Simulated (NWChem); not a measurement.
Program: NWChem. System: HGa, charge 0, spin multiplicity 1, at a geometry optimised with B3LYP/def2-SVP. The structure started from a generated list of species. Level: CR-CCSD(T)/def2-SVP, 9 core orbitals frozen.

Output (cleaned and shortened):

```
             Northwest Computational Chemistry Package (NWChem) 7.3.0
             --------------------------------------------------------

                                NWChem Input Module
                                -------------------

 Scaling coordinates for geometry "geometry" by  1.889725989
 (inverse scale =  0.529177249)

 Turning off AUTOSYM since
 SYMMETRY directive was detected!

                             Geometry "geometry" -> ""
                             -------------------------

 Output coordinates in angstroms (scale by  1.889725989 to convert to a.u.)

  No.       Tag          Charge          X              Y              Z
 ---- ---------------- ---------- -------------- -------------- --------------
    1 Ga                  31.0000     0.00000000     0.00000000     0.05285800
    2 H                    1.0000     0.00000000     0.00000000    -1.63858500

 Effective nuclear repulsion energy (a.u.)       9.6985205644

            Nuclear Dipole moment (a.u.)
            ----------------------------
        X                 Y               Z
 ---------------- ---------------- ----------------
     0.0000000000     0.0000000000     0.0000245664

      Symmetry information
      --------------------

 Group name             C2v
 Group number             16
 Group order               4
 No. of unique centers     2

      Symmetry unique atoms

     1    2


 Summary of "ao basis" -> "" (spherical)
 ------------------------------------------------------------------------------
       Tag                 Description            Shells   Functions and Types
 ---------------- ------------------------------  ------  ---------------------
 *                          def2-svp                  on all atoms

 Summary of "ao basis" -> "ao basis" (spherical)
 ------------------------------------------------------------------------------
       Tag                 Description            Shells   Functions and Types
 ---------------- ------------------------------  ------  ---------------------
 Ga                         def2-svp                12       32   5s4p3d
 H                          def2-svp                 3        5   2s1p

                                 NWChem SCF Module
                                 -----------------

  ao basis        = "ao basis"
  functions       =    37
  atoms           =     2
  closed shells   =    16
  open shells     =     0
  charge          =   0.00
[...]
     2   2 0 0    -11.782274      0.000000      0.000000
     2   1 1 0      0.000000      0.000000      0.000000
     2   1 0 1      0.000000      0.000000      0.000000
     2   0 2 0    -11.782274      0.000000      0.000000
     2   0 1 1     -0.000000      0.000000      0.000000
     2   0 0 2    -18.096966      0.000000      9.897468

                   NWChem Extensible Many-Electron Theory Module
                   ---------------------------------------------


            General Information
            -------------------
      Number of processors :     1
         Wavefunction type : Restricted Hartree-Fock
          No. of electrons :    32
           Alpha electrons :    16
            Beta electrons :    16
           No. of orbitals :    74
            Alpha orbitals :    37
             Beta orbitals :    37
        Alpha frozen cores :     9
         Beta frozen cores :     9
     Alpha frozen virtuals :     0
      Beta frozen virtuals :     0
         Spin multiplicity : singlet
    Number of AO functions :    37
       Number of AO shells :    15
        Use of symmetry is : on
      Symmetry adaption is : on
         Schwarz screening : 0.10D-09

          Correlation Information
          -----------------------
          Calculation type : Coupled-cluster singles & doubles w/ perturbation
   Perturbative correction : Completely renormalized (T)
            Max iterations :      100
        Residual threshold : 0.10D-05
     T(0) DIIS level shift : 0.00D+00
     L(0) DIIS level shift : 0.00D+00
     T(1) DIIS level shift : 0.00D+00
     L(1) DIIS level shift : 0.00D+00
     T(R) DIIS level shift : 0.00D+00
     T(I) DIIS level shift : 0.00D+00
   CC-T/L Amplitude update :  5-th order DIIS
                I/O scheme : Global Array Library
        L-threshold :  0.10D-05
        EOM-threshold :  0.10D-05
 no EOMCCSD initial starts read in
 TCE RESTART OPTIONS
 SLICE:      F
 D4D5:       F
 quantumc:   F
 qrotation:  F
 pwtce:      F
 qducc:      F
 nacto:                         0
 nrotv:                         0
 nrot:                          0

            Memory Information
            ------------------
          Available GA space size is     249035431 doubles
          Available MA space size is     104854748 doubles

 Maximum block size supplied by input
 Maximum block size        24 doubles

 tile_dim =      9

 -------------------------------------------------

 Global array virtual files algorithm will be used

 Parallel file system coherency ......... OK

 4-electron integrals stored in orbital form

 v2    file size   =            40381
 4-index algorithm nr.  13 is used
 imaxsize =       30
 imaxsize ichop =        0


CCSD iterations
 ---------------------------------------------------------
 Iter          Residuum       Correlation     Cpu    Wall
 ---------------------------------------------------------
    1   0.1332329274694  -0.1945305687477     0.1     0.1
    2   0.0344307302349  -0.1924066943513     0.1     0.1
    3   0.0140596135743  -0.1991255045128     0.1     0.1
    4   0.0067541776063  -0.1999855403028     0.1     0.1
    5   0.0033432387546  -0.2009012990409     0.1     0.1
    6   0.0007266618413  -0.2014163667042     0.1     0.1
    7   0.0003056859258  -0.2014450165090     0.1     0.1
    8   0.0001571033225  -0.2014476764178     0.1     0.1
    9   0.0000877348081  -0.2014511654426     0.1     0.1
   10   0.0000503521744  -0.2014540309518     0.1     0.1
   11   0.0000103523155  -0.2014576292443     0.1     0.1
   12   0.0000042891606  -0.2014576364260     0.1     0.1
   13   0.0000023562914  -0.2014578485275     0.1     0.1
   14   0.0000013510411  -0.2014578480565     0.1     0.1
   15   0.0000007931586  -0.2014578622814     0.1     0.1
 -----------------------------------------------------------------
 Iterations converged
 CCSD correlation energy / hartree =        -0.201457862281440
 CCSD total energy / hartree       =     -1923.750984802656831

 Singles contributions

 Doubles contributions
 CR-CCSD(T)

 CR-CCSD[T]  correction energy / hartree =        -0.006199685946251
 CR-CCSD[T] correlation energy / hartree =        -0.207657548227691
 CR-CCSD[T] total energy / hartree       =     -1923.757184488603116
 CR-CCSD(T)  correction energy / hartree =        -0.005214638758175
 CR-CCSD(T) correlation energy / hartree =        -0.206672501039615
 CR-CCSD(T) total energy / hartree       =     -1923.756199441414992

 Task  times  cpu:        2.5s     wall:        2.5s

 Total times  cpu:        2.5s     wall:        2.5s
```

**Question.** Write an NWChem input that would produce this output.

**Answer.** One answer among several that fit: 
```
start mol
memory heap 100 mb stack 700 mb global 1900 mb
geometry units angstroms nocenter noautoz
  Ga     0.000000     0.000000     0.052858
  H      0.000000     0.000000    -1.638585
  symmetry group C2v
end
basis spherical
  * library def2-svp
end
scf
  rhf
  nopen 0
  maxiter 100
  thresh 1e-7
  semidirect memsize 60000000 filesize 0
end
tce
  freeze core 9
  cr-ccsd(t)
  2eorb
  2emet 13
  thresh 1e-6
  maxiter 100
  tilesize 24
end
task tce energy
```
